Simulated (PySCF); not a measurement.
Species: 4-(trifluoromethyl)benzyl alcohol, C₈H₇F₃O.
SMILES with atom numbers: `[OH:1][CH2:2][c:3]1[cH:4][cH:5][c:6]([C:7]([F:8])([F:9])[F:10])[cH:11][cH:12]1` (hydrogens: H13 on O1; H14, H15 on C2; H16 on C4; H17 on C5; H18 on C11; H19 on C12)

The calculation used PBE0-D3(BJ)/def2-SVP geometry optimisation, gas phase in PySCF 2.14.0.

Question: Give the optimised bond lengths and angles.

Answer: 
```tsv
bond	length (pm)
O1–C2	139.7
C2–C3	151.0
C3–C4, C3–C12	139.8
C4–C5, C11–C12	139.1
C5–C6, C6–C11	139.5
C6–C7	150.2
C7–F8, C7–F9, C7–F10	133.7
O1–H13	96.4
C2–H14, C2–H15	110.6
C4–H16, C12–H19	109.3
C5–H17, C11–H18	109.2
```

Bonds in one row agree within 1 pm and their mean is given. A selection of angles:
```tsv
angle	degrees
O1–C2–C3	114.0
C2–C3–C4	120.8
C2–C3–C12	120.2
C4–C3–C12	118.9
C3–C4–C5	120.7
C4–C5–C6	119.9
C5–C6–C7	119.9
C5–C6–C11	119.9
C6–C7–F8	111.8
F8–C7–F9	107.0
H13–O1–C2	108.0
```

Dihedral angles: O1–C2–C3–C4 -157° (antiperiplanar); C5–C6–C7–F8 31° (synclinal); H13–O1–C2–C3 62° (synclinal). The mirror-image conformer, all signs reversed, is as good.

The 8 C–C bonds span 1.390 Å (C4–C5, aromatic) to 1.510 Å (C2–C3, drawn single), a spread of 0.120 Å. All 3 C–F bonds measure 1.336 to 1.339 Å. Of the pairs four or more bonds apart, O1···H19 is among the closest relative to their van der Waals radii: 2.48 Å, 91 % of the sum of Bondi's values. O1 (alcohol oxygen) is bent (angle 108.0°). The 6-membered ring C3–C4–C5–C6–C11–C12 has internal angles of 118.9° to 120.7°; it is planar, 0.00 Å rms from its mean plane, widest ring torsion 0°.

Point group: C1 (no symmetry element, even within 0.4 Å). No PBE0-D3(BJ)/def2-SVP frequencies stand behind this structure, so it isn't proved a minimum. The numbers are those of one conformer (H–O1–C2–C3 62°, O1–C2–C3–C4 -157°).
